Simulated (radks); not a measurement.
The europium ion Eu4+, 59 electrons, occupied as [Xe] 4f4 5f1 (not the ground configuration). Method: scalar-relativistic Kohn-Sham, r2SCAN, spin-polarised, spherical densities, finite nucleus; open shells are filled with parallel spins first (spin-orbit coupling, left out, can overturn this in heavy ions); meta-GGA in the generalised Kohn-Sham scheme; Fermi nuclear charge, rms radius 5.1115 fm; computed with a radial shooting solver on a logarithmic mesh with Libxc functionals.

Radial electron density D(r) = 4 pi r^2 rho(r):

```
   r/bohr * D(r) (the largest magnitude, 110, reaches the edge; | marks zero)
 0.002673 |        *
 0.003622 |             *
 0.004909 |                   *
 0.006653 |                          *
 0.008945 |                                  *
  0.01212 |                                       *
  0.01643 |                                         *
  0.02227 |                                      *
  0.03018 |                                    *
   0.0409 |                                         *
  0.05499 |                                                   *
  0.07452 |                                                      *
    0.101 |                                             *
   0.1369 |                                         *
   0.1855 |                                                *
   0.2494 |                                      *
    0.338 |                    *
   0.4581 |                     *
   0.6209 |                    *
   0.8415 |         *
    1.131 |     *
    1.533 |   *
    2.078 |*
    2.816 *
    3.817 *
    5.131 *
    6.954 *
    9.425 *
```

D(r) has 4 maxima, at r = 0.0154, 0.0688, 0.192, 0.525 bohr, and minima at 0.0297, 0.126, 0.378 bohr, inside which lie 1.95, 11.16, 29.13 electrons.
